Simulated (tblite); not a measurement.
C₆H₁₀Si.
SMILES with atom numbers: `[CH2:1]=[CH:2][CH2:3][SiH2:4][CH:5]1[CH:6]=[CH:7]1` (hydrogens: H8, H9 on C1; H10 on C2; H11, H12 on C3; H13, H14 on Si4; H15 on C5; H16 on C6; H17 on C7)

Computed with GFN2-xTB (tblite), gas phase: L-BFGS steps from a force-field or distance-geometry start until the largest atomic force falls under 0.01 eV/Å.

Step 45: E = -531.2144 eV
```
atom  x, y, z in Å  |  force x, y, z in eV/Å
C1      2.4500    0.9924    0.6606   -0.013  -0.009   0.004
C2      2.0287   -0.2378    0.4280    0.022  -0.021  -0.011
C3      1.2253   -0.6644   -0.7466   -0.026   0.007   0.000
Si4    -0.5360   -1.2018   -0.2227   -0.004  -0.018  -0.013
C5     -1.4582    0.2489    0.5550    0.019  -0.008   0.000
C6     -2.3131    1.2040   -0.2506    0.003  -0.003   0.004
C7     -2.9657    0.3600    0.4791    0.016  -0.011   0.022
H8      2.2516    1.8010   -0.0240   -0.016   0.004   0.006
H9      3.0142    1.2388    1.5441    0.009   0.035  -0.011
H10     2.2553   -1.0220    1.1389   -0.003  -0.028   0.005
H11     1.7125   -1.5117   -1.2333   -0.009   0.012   0.025
H12     1.1689    0.1452   -1.4748    0.018   0.008  -0.003
H13    -1.2600   -1.6826   -1.4067    0.004   0.016  -0.004
H14    -0.4300   -2.2919    0.7585    0.000   0.003  -0.010
H15    -0.9906    0.6665    1.4496   -0.007   0.004   0.007
H16    -2.2872    2.0232   -0.9244    0.007  -0.002  -0.029
H17    -3.8728   -0.0558    0.8392   -0.020   0.010   0.007
```

Step 46: E = -531.2146 eV
```
atom  x, y, z in Å  |  force x, y, z in eV/Å
C1      2.4461    0.9929    0.6622   -0.019  -0.016   0.004
C2      2.0291   -0.2387    0.4281    0.017  -0.024  -0.015
C3      1.2257   -0.6655   -0.7472   -0.017   0.008   0.003
Si4    -0.5356   -1.2032   -0.2236   -0.002   0.009  -0.007
C5     -1.4553    0.2497    0.5537    0.013  -0.006   0.003
C6     -2.3116    1.2047   -0.2507   -0.002  -0.014   0.000
C7     -2.9632    0.3606    0.4802    0.019   0.002   0.022
H8      2.2444    1.8007   -0.0231   -0.009  -0.003   0.023
H9      3.0078    1.2406    1.5474    0.005   0.035  -0.029
H10     2.2580   -1.0236    1.1382   -0.007  -0.017  -0.004
H11     1.7119   -1.5131   -1.2345   -0.004   0.017   0.028
H12     1.1691    0.1444   -1.4753    0.019   0.002   0.004
H13    -1.2611   -1.6816   -1.4067    0.000   0.010  -0.015
H14    -0.4303   -2.2930    0.7571    0.001  -0.005  -0.003
H15    -0.9863    0.6688    1.4470   -0.007  -0.003   0.005
H16    -2.2859    2.0228   -0.9266    0.003  -0.012  -0.018
H17    -3.8697   -0.0545    0.8436   -0.009   0.017   0.000
```

Step 47: E = -531.2149 eV
```
atom  x, y, z in Å  |  force x, y, z in eV/Å
C1      2.4424    0.9931    0.6637   -0.020  -0.018   0.002
C2      2.0299   -0.2400    0.4281    0.005  -0.019  -0.011
C3      1.2257   -0.6662   -0.7474   -0.001   0.008   0.007
Si4    -0.5354   -1.2045   -0.2243   -0.001   0.032   0.000
C5     -1.4525    0.2503    0.5527    0.002  -0.001   0.007
C6     -2.3102    1.2052   -0.2508   -0.006  -0.024  -0.005
C7     -2.9606    0.3610    0.4815    0.016   0.015   0.017
H8      2.2376    1.8002   -0.0221   -0.006  -0.010   0.034
H9      3.0023    1.2431    1.5498    0.001   0.029  -0.042
H10     2.2604   -1.0256    1.1374   -0.009  -0.005  -0.014
H11     1.7111   -1.5140   -1.2349    0.002   0.015   0.024
H12     1.1695    0.1440   -1.4755    0.017  -0.003   0.009
H13    -1.2621   -1.6799   -1.4070   -0.004   0.004  -0.024
H14    -0.4309   -2.2943    0.7556    0.001  -0.012   0.002
H15    -0.9826    0.6709    1.4449   -0.005  -0.009   0.004
H16    -2.2844    2.0219   -0.9293   -0.001  -0.026  -0.003
H17    -3.8671   -0.0531    0.8474    0.006   0.023  -0.007
```

Step 48: E = -531.2152 eV
```
atom  x, y, z in Å  |  force x, y, z in eV/Å
C1      2.4370    0.9930    0.6657   -0.017  -0.017   0.000
C2      2.0310   -0.2420    0.4278   -0.011  -0.005   0.001
C3      1.2256   -0.6670   -0.7477    0.018   0.006   0.009
Si4    -0.5350   -1.2058   -0.2252   -0.002   0.046   0.007
C5     -1.4485    0.2512    0.5515   -0.012   0.005   0.013
C6     -2.3084    1.2054   -0.2512   -0.005  -0.030  -0.011
C7     -2.9568    0.3617    0.4838    0.006   0.028   0.009
H8      2.2283    1.7994   -0.0199   -0.006  -0.014   0.038
H9      2.9951    1.2469    1.5522    0.000   0.017  -0.049
H10     2.2633   -1.0284    1.1361   -0.007   0.004  -0.023
H11     1.7103   -1.5149   -1.2349    0.009   0.006   0.014
H12     1.1703    0.1434   -1.4758    0.015  -0.005   0.013
H13    -1.2636   -1.6775   -1.4077   -0.006  -0.001  -0.030
H14    -0.4319   -2.2965    0.7536    0.001  -0.013   0.003
H15    -0.9775    0.6736    1.4422    0.001  -0.013   0.003
H16    -2.2826    2.0202   -0.9328   -0.005  -0.040   0.012
H17    -3.8636   -0.0507    0.8523    0.021   0.027  -0.010
```

Problem. Estimate the geometry and energy of step 49. (The exact step hangs on the optimiser's Hessian estimate; all steps are aligned on step 48, rigid shifts and turns removed.)

Solution. E = -531.2156 eV, largest force 0.050 eV/Å
```
atom  x, y, z in Å  |  force x, y, z in eV/Å
C1      2.4287    0.9926    0.6688   -0.011  -0.011  -0.002
C2      2.0320   -0.2448    0.4272   -0.028   0.014   0.017
C3      1.2261   -0.6683   -0.7483    0.030  -0.001   0.008
Si4    -0.5343   -1.2069   -0.2265   -0.006   0.042   0.010
C5     -1.4431    0.2527    0.5499   -0.024   0.008   0.020
C6     -2.3057    1.2053   -0.2521    0.001  -0.031  -0.016
C7     -2.9513    0.3634    0.4874   -0.008   0.037   0.002
H8      2.2150    1.7985   -0.0158   -0.011  -0.013   0.031
H9      2.9845    1.2523    1.5549    0.003  -0.001  -0.044
H10     2.2668   -1.0323    1.1336   -0.003   0.010  -0.027
H11     1.7101   -1.5161   -1.2349    0.017  -0.009   0.000
H12     1.1716    0.1420   -1.4765    0.012  -0.004   0.016
H13    -1.2656   -1.6749   -1.4090   -0.002  -0.003  -0.028
H14    -0.4333   -2.2994    0.7512    0.001  -0.006  -0.003
H15    -0.9697    0.6773    1.4382    0.008  -0.013   0.006
H16    -2.2807    2.0175   -0.9371   -0.008  -0.045   0.020
H17    -3.8582   -0.0467    0.8589    0.027   0.026  -0.009
```

The energy changes by -0.0004 eV. The first-order estimate −F·Δx gives -0.0006 eV and the mean of the old and new forces, exact on a quadratic surface, -0.0004 eV. The step makes an angle of 81° with the force vector and moves no atom by more than 0.014 Å.

What follows is the cost of the whole relaxation. Time: 0.81 s of wall time. Hardware: Arm Neoverse N1, one thread, shared host with 64 logical CPUs at a one-minute load of 57.
